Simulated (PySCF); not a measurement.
Telling isomers of C5H13NSi3 apart by NMR

PySCF 2.14 calculation with GFN2-xTB structure and PBE0/pcSseg-1 with gauge-including orbitals; no solvent, one computed conformer, equivalent nuclei averaged, relativity neglected.

Chemical shifts δ = σref − σ; ¹H (σref 31.72), ¹³C (σref 186.93) against TMS, all at this level. Where no couplings were computed, multiplicities follow the n + 1 count of equivalent neighbours, and m marks all less simple cases (inequivalent or close neighbours, rings, F or P nearby). Shifts are as computed. Against solution values, carbons near 30 ppm lie about +3 ppm off and those near 130 ppm about +5 ppm. Of 1211 compounds with measured shifts, 218 miss one by over three times the rms of a fit or turn the order of signals round; such compounds aren't used in these exercises.

(1) Tabulate the signals of `[SiH3]N([SiH3])[SiH2]C#CC1CC1`, `C[C@@H]([SiH3])[Si@@H]1C[SiH2][C@H]1C#N`, `C=C(CC#N)[SiH2]C([SiH3])[SiH3]` and their relative energies.

(2) What is the quickest way to tell [SiH3]N([SiH3])[SiH2]C#CC1CC1 from C=C(CC#N)[SiH2]C([SiH3])[SiH3]?

(3) What is the quickest way to tell [SiH3]N([SiH3])[SiH2]C#CC1CC1 from C[C@@H]([SiH3])[Si@@H]1C[SiH2][C@H]1C#N?

(4) What is the quickest way to tell C[C@@H]([SiH3])[Si@@H]1C[SiH2][C@H]1C#N from C=C(CC#N)[SiH2]C([SiH3])[SiH3]?

## Answers

(1) 
```tsv
SMILES	carbon types	δC	δH	E rel. (kcal/mol)
[SiH3]N([SiH3])[SiH2]C#CC1CC1	2×C 1×CH 2×CH2	124.3, 78.4, 11.4, 3.5	5.08 (s, 2H), 4.80 (s, 6H), 1.41 (m, 1H), 0.82 (m, 2H), 0.81 (m, 2H)	17.3
C[C@@H]([SiH3])[Si@@H]1C[SiH2][C@H]1C#N	1×C 2×CH 1×CH2 1×CH3	124.3, 12.3, 2.7, 0.2, -5.7	5.32 (m, 1H), 5.02 (m, 1H), 4.95 (m, 1H), 3.93 (d, 3H), 1.62 (m, 1H), 1.25 (d, 3H), 0.88 (m, 1H), 0.62 (m, 1H), 0.52 (m, 1H)	0.0
C=C(CC#N)[SiH2]C([SiH3])[SiH3]	2×C 1×CH 2×CH2	144.5, 141.5, 123.2, 29.0, -17.0	6.32 (br s, 1H), 5.88 (br s, 1H), 4.57 (d, 2H), 4.09 (d, 6H), 3.16 (s, 2H), 0.23 (m, 1H)	21.7
```

Energies are electronic energies at PBE0/pcSseg-1 on these geometries, without zero-point or thermal terms, each for the one conformer computed, which needn't be the lowest.

(2) Count the carbon signals: 4 against 5. The first has an alkyne carbon (C) at 78.4 ppm, the second a terminal =CH2 carbon at 141.5 ppm. Their most deshielded carbons lie at 124.3 and 144.5 ppm. In the proton spectra the most deshielded non-exchanging signals are 5.08 (s, 2H) and 6.32 (br s, 1H).

(3) Count the carbon signals: 4 against 5. The first has an alkyne carbon (C) at 78.4 ppm, the second a methyl carbon (CH3) at 12.3 ppm. Their most deshielded carbons lie at 124.3 and 124.3 ppm.

(4) Both give the same number of carbon signals, but DEPT or the intensities differ. The first has a methyl carbon (CH3) at 12.3 ppm, the second a terminal =CH2 carbon at 141.5 ppm. Their most deshielded carbons lie at 124.3 and 144.5 ppm. In the proton spectra the most deshielded non-exchanging signals are 5.32 (m, 1H) and 6.32 (br s, 1H).
